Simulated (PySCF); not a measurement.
# Computed records: AlBFH3N, Al2H5N2, AlH3NO, AlFH2NO and others

Calculation on a computer-drawn molecule: optimised geometry and harmonic frequencies of an isolated molecule of the commonest isotopes, restricted reference for singlets and unrestricted otherwise, frozen core in MP2. Program: PySCF 2.14.0.

```json
{"entry": 1, "formula": "AlBFH3N", "start_structure": {"atoms_angstrom": [["N", -1.0247, -0.7049, 3.6102], ["Al", -0.9734, -0.6994, 1.8516], ["B", 0.8518, -0.6207, 0.8611], ["F", 1.2836, -0.5233, -0.3824], ["H", -0.2731, -0.7518, 4.2515], ["H", -1.8901, -0.7456, 4.1338], ["H", -2.4553, -0.8621, 1.2107]]}, "given": {"charge": 0, "multiplicity": 2, "method": "HF", "basis": "cc-pV(D+d)Z", "drawn_bonds_atom": [1, 2, 3, 1, 1, 2], "drawn_bonds_other_atom": [2, 3, 4, 5, 6, 7], "drawn_bonds_order": [1, 1, 1, 1, 1, 1]}, "results": {"optimised_atom_element": ["N", "Al", "B", "F", "H", "H", "H"], "optimised_atom_x [angstrom]": [-0.9983, -1.131, 0.5996, 1.536, -0.1542, -1.778, -2.555], "optimised_atom_y [angstrom]": [-0.6986, -0.7081, -0.9412, -0.3042, -0.6147, -0.7903, -0.8508], "optimised_atom_z [angstrom]": [3.588, 1.827, 0.6413, -0.01622, 4.122, 4.212, 1.162], "modes_frequency [cm^-1]": [110.6, 156.6, 222.0, 343.6, 435.1, 438.9, 521.6, 584.9, 777.1, 845.9, 1364, 1677, 1993, 3776, 3858], "modes_reduced_mass [dalton]": [5.23, 4.082, 5.892, 1.336, 7.719, 1.264, 1.133, 1.088, 1.336, 5.7, 12.46, 1.109, 1.043, 1.052, 1.093], "rotational_constants [GHz]": [19.32, 2.363, 2.143], "total_energy [hartree]": -422.2631, "spin_squared": 0.7679, "convergence_status_largest_gradient_component [hartree/bohr]": 2.302e-05}}
{"entry": 2, "formula": "Al2H5N2", "start_structure": {"atoms_angstrom": [["N", -2.5552, 1.7844, 0.2986], ["Al", -0.9123, 1.6934, 1.0598], ["N", -0.184, 0.0929, 1.6769], ["Al", 0.8126, -0.1764, 0.339], ["H", -2.9503, 2.7205, 0.0303], ["H", -3.1476, 1.0938, 0.1232], ["H", -0.2628, 2.9683, 1.4739], ["H", -0.3653, -0.4166, 2.5563], ["H", 1.8444, -0.9231, -0.6905]]}, "given": {"charge": 0, "multiplicity": 2, "method": "HF", "basis": "cc-pV(D+d)Z", "drawn_bonds_atom": [1, 2, 3, 1, 1, 2, 3, 4], "drawn_bonds_other_atom": [2, 3, 4, 5, 6, 7, 8, 9], "drawn_bonds_order": [1, 1, 1, 1, 1, 1, 1, 1]}, "results": {"optimised_atom_element": ["N", "Al", "N", "Al", "H", "H", "H", "H", "H"], "optimised_atom_x [angstrom]": [-2.763, -1.0, -0.1074, 1.644, -3.309, -3.374, -0.2097, -0.6813, 2.08], "optimised_atom_y [angstrom]": [1.883, 1.84, 0.2961, -0.06722, 2.721, 1.098, 3.188, -0.5257, -1.596], "optimised_atom_z [angstrom]": [0.7599, 0.857, 0.7247, 0.7828, 0.829, 0.6315, 1.063, 0.5935, 0.6258], "modes_frequency [cm^-1]": [76.18, 128.7, 221.3, 240.9, 356.9, 423.0, 547.7, 551.4, 594.1, 617.0, 744.1, 781.0, 842.6, 912.8, 1104, 1676, 1890, 2004, 3713, 3779, 3860], "modes_reduced_mass [dalton]": [5.03, 3.815, 1.11, 4.708, 1.128, 1.25, 1.722, 1.318, 1.129, 1.131, 1.743, 1.536, 5.721, 2.663, 1.558, 1.111, 1.044, 1.042, 1.074, 1.052, 1.093], "rotational_constants [GHz]": [25.16, 1.744, 1.631], "total_energy [hartree]": -595.7292, "spin_squared": 0.7546, "convergence_status_largest_gradient_component [hartree/bohr]": 2.631e-05}}
{"entry": 3, "formula": "AlH3NO", "start_structure": {"atoms_angstrom": [["N", 0.9127, 1.2805, 1.2222], ["Al", 1.79, 2.0596, -0.2139], ["O", 2.4934, 3.5204, -0.2813], ["H", 0.533, 0.2862, 1.2527], ["H", 0.7408, 1.748, 2.0805], ["H", 1.6484, 0.8964, -1.3118]]}, "given": {"charge": -1, "multiplicity": 1, "method": "HF", "basis": "aug-cc-pV(D+d)Z", "drawn_bonds_atom": [1, 2, 1, 1, 2], "drawn_bonds_other_atom": [2, 3, 4, 5, 6], "drawn_bonds_order": [1, 1, 1, 1, 1]}, "results": {"optimised_atom_element": ["N", "Al", "O", "H", "H", "H"], "optimised_atom_x [angstrom]": [0.9097, 1.769, 2.443, 0.5017, 0.784, 1.711], "optimised_atom_y [angstrom]": [1.278, 2.022, 3.496, 0.366, 1.735, 0.8952], "optimised_atom_z [angstrom]": [1.231, -0.2, -0.2672, 1.248, 2.111, -1.375], "modes_frequency [cm^-1]": [261.2, 271.7, 418.9, 573.0, 634.8, 706.5, 800.7, 1055, 1666, 1765, 3771, 3867], "modes_reduced_mass [dalton]": [3.563, 1.186, 1.25, 1.253, 1.375, 4.342, 1.187, 13.06, 1.113, 1.04, 1.05, 1.094], "rotational_constants [GHz]": [35.3, 6.278, 5.33], "total_energy [hartree]": -373.0589, "convergence_status_largest_gradient_component [hartree/bohr]": 1.399e-05}}
{"entry": 4, "formula": "AlH3NO", "start_structure": {"atoms_angstrom": [["N", 0.9097, 1.278, 1.2312], ["Al", 1.7693, 2.0217, -0.2], ["O", 2.4431, 3.4956, -0.2672], ["H", 0.5017, 0.366, 1.2484], ["H", 0.784, 1.7346, 2.1115], ["H", 1.7105, 0.8952, -1.3755]]}, "given": {"charge": -1, "multiplicity": 1, "method": "MP2", "basis": "aug-cc-pV(D+d)Z", "drawn_bonds_atom": [1, 2, 1, 1, 2], "drawn_bonds_other_atom": [2, 3, 4, 5, 6], "drawn_bonds_order": [1, 1, 1, 1, 1]}, "results": {"optimised_atom_element": ["N", "Al", "O", "H", "H", "H"], "optimised_atom_x [angstrom]": [0.9047, 1.775, 2.476, 0.4945, 0.7688, 1.699], "optimised_atom_y [angstrom]": [1.272, 2.026, 3.546, 0.3427, 1.723, 0.88], "optimised_atom_z [angstrom]": [1.238, -0.2109, -0.2941, 1.241, 2.138, -1.364], "modes_frequency [cm^-1]": [181.5, 233.3, 383.7, 531.4, 578.3, 658.3, 748.5, 927.1, 1534, 1751, 3567, 3685], "modes_reduced_mass [dalton]": [1.212, 3.678, 1.3, 1.175, 1.31, 4.946, 1.214, 10.08, 1.114, 1.041, 1.05, 1.094], "rotational_constants [GHz]": [34.57, 5.989, 5.104], "total_energy [hartree]": -373.5465, "convergence_status_largest_gradient_component [hartree/bohr]": 2.1e-06}}
{"entry": 5, "formula": "AlFH2NO", "start_structure": {"atoms_angstrom": [["N", -0.4431, 1.0443, -1.9485], ["Al", 0.5306, 1.3294, -0.4646], ["O", 0.4912, 2.5393, 0.6106], ["F", 1.4976, -0.0146, -0.5867], ["H", -1.2086, 1.6771, -2.2802], ["H", -0.4341, 0.2851, -2.5684]]}, "given": {"charge": -1, "multiplicity": 1, "method": "HF", "basis": "aug-cc-pV(D+d)Z", "drawn_bonds_atom": [1, 2, 2, 1, 1], "drawn_bonds_other_atom": [2, 3, 4, 5, 6], "drawn_bonds_order": [1, 1, 1, 1, 1]}, "results": {"optimised_atom_element": ["N", "Al", "O", "F", "H", "H"], "optimised_atom_x [angstrom]": [-0.4996, 0.5326, 0.4895, 1.56, -1.221, -0.4284], "optimised_atom_y [angstrom]": [1.067, 1.312, 2.521, -0.03092, 1.695, 0.2967], "optimised_atom_z [angstrom]": [-1.967, -0.4944, 0.5772, -0.5018, -2.254, -2.598], "modes_frequency [cm^-1]": [232.3, 263.8, 301.3, 347.1, 426.5, 661.3, 706.0, 774.9, 1087, 1670, 3788, 3884], "modes_reduced_mass [dalton]": [3.396, 1.192, 13.58, 20.09, 1.031, 5.475, 1.755, 5.459, 17.17, 1.112, 1.05, 1.095], "rotational_constants [GHz]": [7.279, 6.054, 3.305], "total_energy [hartree]": -472.0307, "convergence_status_largest_gradient_component [hartree/bohr]": 7.318e-06}}
{"entry": 6, "formula": "AlFH2NO", "start_structure": {"atoms_angstrom": [["N", -0.4996, 1.0673, -1.9671], ["Al", 0.5326, 1.3115, -0.4944], ["O", 0.4895, 2.5208, 0.5772], ["F", 1.5601, -0.0309, -0.5018], ["H", -1.2206, 1.6951, -2.2539], ["H", -0.4284, 0.2967, -2.5978]]}, "given": {"charge": -1, "multiplicity": 1, "method": "MP2", "basis": "aug-cc-pV(D+d)Z", "drawn_bonds_atom": [1, 2, 2, 1, 1], "drawn_bonds_other_atom": [2, 3, 4, 5, 6], "drawn_bonds_order": [1, 1, 1, 1, 1]}, "results": {"optimised_atom_element": ["N", "Al", "O", "F", "H", "H"], "optimised_atom_x [angstrom]": [-0.5053, 0.5378, 0.4925, 1.575, -1.239, -0.4273], "optimised_atom_y [angstrom]": [1.065, 1.316, 2.565, -0.06353, 1.699, 0.2791], "optimised_atom_z [angstrom]": [-1.976, -0.4839, 0.6219, -0.5144, -2.273, -2.613], "modes_frequency [cm^-1]": [144.9, 212.8, 267.7, 302.6, 406.4, 609.2, 655.0, 720.9, 960.1, 1539, 3590, 3708], "modes_reduced_mass [dalton]": [1.232, 3.435, 13.71, 13.44, 1.028, 6.638, 1.661, 5.434, 16.14, 1.112, 1.05, 1.094], "rotational_constants [GHz]": [7.129, 5.71, 3.171], "total_energy [hartree]": -472.7156, "convergence_status_largest_gradient_component [hartree/bohr]": 1.916e-05}}
{"entry": 7, "formula": "AlBClH3N", "start_structure": {"atoms_angstrom": [["N", -0.1306, 1.7385, -1.4706], ["Al", -0.9246, 1.6082, 0.1791], ["B", -1.8096, 1.9388, 1.9428], ["Cl", -3.2994, 2.9623, 1.5857], ["H", -0.35, 2.3286, -2.1743], ["H", 0.747, 1.1963, -1.6402], ["H", -1.958, 1.0755, 2.7116]]}, "given": {"charge": 0, "multiplicity": 2, "method": "HF", "basis": "cc-pV(D+d)Z", "drawn_bonds_atom": [1, 2, 3, 1, 1, 3], "drawn_bonds_other_atom": [2, 3, 4, 5, 6, 7], "drawn_bonds_order": [1, 1, 1, 1, 1, 1]}, "results": {"optimised_atom_element": ["N", "Al", "B", "Cl", "H", "H", "H"], "optimised_atom_x [angstrom]": [-0.1081, -1.205, -1.942, -3.475, 0.2274, 0.2548, -1.477], "optimised_atom_y [angstrom]": [1.684, 0.8689, 1.856, 2.764, 2.627, 1.279, 1.77], "optimised_atom_z [angstrom]": [-1.28, -0.1537, 1.619, 1.547, -1.196, -2.123, 2.721], "modes_frequency [cm^-1]": [56.94, 150.5, 169.8, 364.1, 466.6, 507.7, 634.5, 735.2, 808.1, 848.5, 1081, 1675, 2713, 3765, 3848], "modes_reduced_mass [dalton]": [4.573, 4.12, 3.52, 1.194, 1.271, 4.07, 1.248, 1.561, 5.702, 5.381, 1.261, 1.108, 1.091, 1.052, 1.093], "rotational_constants [GHz]": [13.93, 1.646, 1.57], "total_energy [hartree]": -782.3366, "spin_squared": 0.788, "convergence_status_largest_gradient_component [hartree/bohr]": 1.726e-05}}
{"entry": 8, "formula": "AlBClH3N", "start_structure": {"atoms_angstrom": [["N", -0.1081, 1.684, -1.2801], ["Al", -1.2052, 0.8689, -0.1537], ["B", -1.9421, 1.8561, 1.6195], ["Cl", -3.4745, 2.7637, 1.5472], ["H", 0.2274, 2.6267, -1.1963], ["H", 0.2548, 1.2791, -2.1234], ["H", -1.4775, 1.7698, 2.7209]]}, "given": {"charge": 0, "multiplicity": 2, "method": "MP2", "basis": "cc-pV(D+d)Z", "drawn_bonds_atom": [1, 2, 3, 1, 1, 3], "drawn_bonds_other_atom": [2, 3, 4, 5, 6, 7], "drawn_bonds_order": [1, 1, 1, 1, 1, 1]}, "results": {"optimised_atom_element": ["N", "Al", "B", "Cl", "H", "H", "H"], "optimised_atom_x [angstrom]": [-0.1018, -1.202, -1.953, -3.476, 0.2507, 0.2523, -1.495], "optimised_atom_y [angstrom]": [1.686, 0.8884, 1.863, 2.754, 2.64, 1.26, 1.757], "optimised_atom_z [angstrom]": [-1.291, -0.135, 1.631, 1.55, -1.219, -2.145, 2.744], "modes_frequency [cm^-1]": [53.95, 139.3, 157.1, 353.5, 401.7, 498.8, 588.8, 705.7, 803.2, 849.7, 1045, 1545, 2645, 3587, 3690], "modes_reduced_mass [dalton]": [4.791, 3.061, 4.773, 1.245, 1.214, 4.037, 1.223, 1.592, 6.508, 4.212, 1.331, 1.11, 1.092, 1.052, 1.093], "rotational_constants [GHz]": [14.07, 1.647, 1.569], "total_energy [hartree]": -782.7690, "spin_squared": 0.7886, "convergence_status_largest_gradient_component [hartree/bohr]": 1.99e-05}}
{"entry": 9, "formula": "AlH4N2Si", "start_structure": {"atoms_angstrom": [["N", -3.6314, -0.668, -2.3073], ["Al", -2.7121, -0.0893, -0.8793], ["N", -1.2503, 0.1508, 0.0921], ["Si", 0.1443, 0.2947, 0.9782], ["H", -3.2987, -1.0853, -3.1994], ["H", -4.6725, -0.5952, -2.4564], ["H", 1.4984, 0.0129, 0.3909], ["H", 0.2655, 0.8064, 2.281]]}, "given": {"charge": 0, "multiplicity": 2, "method": "HF", "basis": "cc-pV(D+d)Z", "drawn_bonds_atom": [1, 2, 3, 1, 1, 4, 4], "drawn_bonds_other_atom": [2, 3, 4, 5, 6, 7, 8], "drawn_bonds_order": [1, 1, 2, 1, 1, 1, 1]}, "results": {"optimised_atom_element": ["N", "Al", "N", "Si", "H", "H", "H", "H"], "optimised_atom_x [angstrom]": [-3.479, -2.742, -1.3, -0.02709, -3.14, -4.297, 1.357, -0.03017], "optimised_atom_y [angstrom]": [-0.6297, 0.6789, 0.3697, 0.2257, -1.574, -0.5358, 0.4382, -0.1462], "optimised_atom_z [angstrom]": [-2.085, -1.141, -0.1793, 0.7086, -2.128, -2.656, 0.2433, 2.137], "modes_frequency [cm^-1]": [72.04, 100.3, 123.4, 265.1, 374.4, 378.1, 544.4, 703.6, 748.7, 752.1, 829.5, 1101, 1412, 1665, 2331, 2344, 3768, 3858], "modes_reduced_mass [dalton]": [3.997, 4.553, 1.123, 4.701, 1.16, 1.185, 5.184, 1.506, 1.186, 1.242, 7.006, 1.057, 14.6, 1.111, 1.055, 1.03, 1.052, 1.093], "rotational_constants [GHz]": [22.59, 1.809, 1.708], "total_energy [hartree]": -642.1010, "spin_squared": 0.7573, "convergence_status_largest_gradient_component [hartree/bohr]": 5.901e-06}}
{"entry": 10, "formula": "BFH3OSi", "start_structure": {"atoms_angstrom": [["O", 1.8726, 3.4154, -2.1505], ["B", 1.0453, 2.6381, -1.3431], ["F", 0.4288, 3.2203, -0.0785], ["Si", 0.5504, 0.7694, -1.6351], ["H", 1.1383, 0.0471, -2.8304], ["H", 1.0472, -0.1732, -0.4826], ["H", -0.8343, 0.4372, -1.7185]]}, "given": {"charge": -1, "multiplicity": 1, "method": "HF", "basis": "aug-cc-pV(D+d)Z", "drawn_bonds_atom": [1, 2, 2, 4, 4, 4], "drawn_bonds_other_atom": [2, 3, 4, 5, 6, 7], "drawn_bonds_order": [1, 1, 1, 1, 1, 1]}, "results": {"optimised_atom_element": ["O", "B", "F", "Si", "H", "H", "H"], "optimised_atom_x [angstrom]": [1.822, 1.084, 0.4576, 0.585, 1.162, 1.029, -0.8903], "optimised_atom_y [angstrom]": [3.388, 2.719, 3.204, 0.7146, 0.09326, -0.198, 0.4324], "optimised_atom_z [angstrom]": [-2.106, -1.341, -0.1595, -1.602, -2.838, -0.4902, -1.702], "modes_frequency [cm^-1]": [48.96, 192.5, 369.7, 390.7, 610.1, 620.3, 699.7, 904.1, 1022, 1035, 1037, 1689, 2151, 2169, 2212], "modes_reduced_mass [dalton]": [1.117, 4.572, 9.95, 1.672, 1.44, 6.839, 2.587, 3.497, 1.228, 1.035, 1.168, 12.06, 1.047, 1.043, 1.03], "rotational_constants [GHz]": [9.133, 3.837, 2.785], "total_energy [hartree]": -489.8125, "convergence_status_largest_gradient_component [hartree/bohr]": 1.997e-05}}
```
